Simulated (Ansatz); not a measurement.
`[SiH3][SiH2][SnH3]` + `[TeH][C]1=[CH][AlH]1` → `[SiH3][SiH2][TeH]` + `[SnH3][C]1=[CH][AlH]1`  (redistribution)

Isolated molecules relaxed with PBE0-D4/def2-TZVP in Ansatz; ΔE leaves out vibrations. CCSD(T)/CBS adds triple-zeta CCSD(T) − MP2 to the extrapolated MP2 energy (def2 sets, frozen cores). Functionals use def2-TZVPP. Elements past krypton have def2 core potentials. For Sn, Te outer-core shells are correlated without core-valence functions, which leaves a few kJ/mol of doubt a bond.

CCSD(T)/CBS gives -27.6 kJ/mol.

Another level gave -20.7 kJ/mol. Which?
A. HF/def2-TZVPP
B. revPBE/def2-TZVPP
C. PBE0/def2-TZVPP
D. CCSD(T)/def2-TZVPP

C. PBE0 -20.7, HF/def2-TZVPP -38.9, CCSD(T)/def2-TZVPP -26.8, revPBE -14.5 kJ/mol.

Largest T1 diagnostic among the species: 0.014.

From r2SCAN to r2SCAN0 (25 % exact exchange), in def2-TZVPP and without D4, ΔE moves by −5.0 kJ/mol. In def2-TZVPP, CCSD(T) changes the Hartree–Fock value by +12.1 kJ/mol (the triples alone add +1.9 kJ/mol) and MP2 by +10.0 kJ/mol.
